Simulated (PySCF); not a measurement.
H₈N₂Si₂. Atoms are numbered in the order given.

```xyz
12

N     -0.4957     1.7146    -0.5404
Si    -0.5713     0.1834     0.2889
N     -1.7542    -0.7878    -0.5491
Si     1.6534    -0.6232     0.2626
H     -1.3535     2.2673    -0.6306
H      0.3148     2.3217    -0.3974
H     -1.0690     0.1646     1.7206
H     -2.2265    -1.5314    -0.0298
H     -1.5681    -1.0797    -1.5122
H      2.6491     0.3692     0.8161
H      1.7677    -1.8842     1.0830
H      2.0852    -0.9576    -1.1444
```

Geometry: PBE-D3(BJ)/def2-SVP. The values are those of a single conformer.

All values below come from PBE-D3(BJ)/def2-SVP run with PySCF.

Frequencies are harmonic and unscaled.

| mode | ν (cm⁻¹) | IR (km/mol) | moving atoms (share of kinetic energy) |
|---|---|---|---|
| 1 | 89 | 0.3 | H 93 % |
| 2 | 120 | 3.2 | N 44 %, H 30 %, Si 26 % |
| 3 | 171 | 2.9 | H 37 %, N 35 %, Si 28 % |
| 4 | 211 | 0.3 | H 51 %, N 30 %, Si 19 % |
| 5 | 250 | 23.7 | H 96 % |
| 6 | 348 | 23.2 | H 77 %, N 14 %, Si 9 % |
| 7 | 389 | 42.8 | Si 52 %, H 35 %, N 12 % |
| 8 | 400 | 145.0 | H 75 %, N 20 % |
| 9 | 428 | 193.5 | H 71 %, N 17 %, Si 12 % |
| 10 | 478 | 22.8 | H 77 %, Si 16 % |
| 11 | 482 | 13.4 | H 71 %, Si 28 % |
| 12 | 721 | 21.1 | H 92 % |
| 13 | 727 | 38.4 | H 84 %, N 13 % |
| 14 | 776 | 64.7 | N 52 %, H 28 %, Si 20 % |
| 15 | 813 | 306.7 | H 85 % |
| 16 | 856 | 31.6 | N 39 %, H 32 %, Si 30 % |
| 17 | 875 | 15.0 | H 70 %, Si 19 %, N 11 % |
| 18 | 900 | 6.6 | H 93 % |
| 19 | 904 | 38.3 | H 96 % |
| 20 | 923 | 148.4 | H 72 %, Si 17 %, N 11 % |
| 21 | 1482 | 71.6 | H 89 %, N 11 % |
| 22 | 1488 | 15.6 | H 90 %, N 10 % |
| 23 | 2088 | 168.8 | H 97 % |
| 24 | 2126 | 72.7 | H 98 % |
| 25 | 2141 | 93.9 | H 96 % |
| 26 | 2147 | 114.2 | H 96 % |
| 27 | 3475 | 13.5 | H 96 % |
| 28 | 3486 | 23.4 | H 96 % |
| 29 | 3580 | 15.5 | H 91 %, N 9 % |
| 30 | 3587 | 22.3 | H 91 %, N 9 % |
